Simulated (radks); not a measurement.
Spherical jellium clusters: N electrons in a uniform positive sphere of charge N and radius rs N^(1/3), rs = 5.25 bohr. Calculated with a radial shooting solver with Libxc functionals: non-relativistic Kohn-Sham, PBEsol, spin-polarised, spherical densities. Levels are named by radial order and angular momentum (1s, 1p, 1d, 2s, ...), and open shells are averaged over m.

N = 4, configuration 1s2 1p(up 2, down 0). This is the lowest configuration that the search found. Occupied levels:

level    occupation  eigenvalue (eV)  <r> (bohr)
1s up             1          -3.2764       5.932
1s down           1          -2.8730       5.505
1p up             2          -2.2746       7.176

Energy (eV): total -6.29054, kinetic 4.7378, external -61.433, Hartree 30.303, exchange-correlation -11.243, background 31.346.
